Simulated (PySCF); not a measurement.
A calculated (r2SCAN, PySCF 2.14, x2c-TZVPPall with one added diffuse shell each of s, p, d, f type, scalar relativity by spin-free X2C-1e) atom or ion has these occupied shells.

| shell | electrons | orbital energy (eV) | rms radius, mean of both spins (bohr) |
| --- | --- | --- | --- |
| 1s α | 1 | -4909.8 | 0.0805 |
| 1s β | 1 | -4909.7 | 0.0805 |
| 2s α | 1 | -568.83 | 0.352 |
| 2s β | 1 | -568.37 | 0.352 |
| 2p α | 3 | -473.64 | 0.322 |
| 2p β | 3 | -473.24 | 0.322 |
| 3s α | 1 | -88.336 | 1.07 |
| 3s β | 1 | -87.128 | 1.07 |
| 3p α | 3 | -63.253 | 1.15 |
| 3p β | 3 | -61.965 | 1.15 |
| 3d α | 1 | -27.089 | 1.43 |
| 4p α | 1 | -15.572 | 3.43 |

(1) Name the element and its charge.

Answers

(1) Ti²⁺ (titanium, charge +2), in [Ar] 3d1 4p1, one real determinant (an excited configuration).
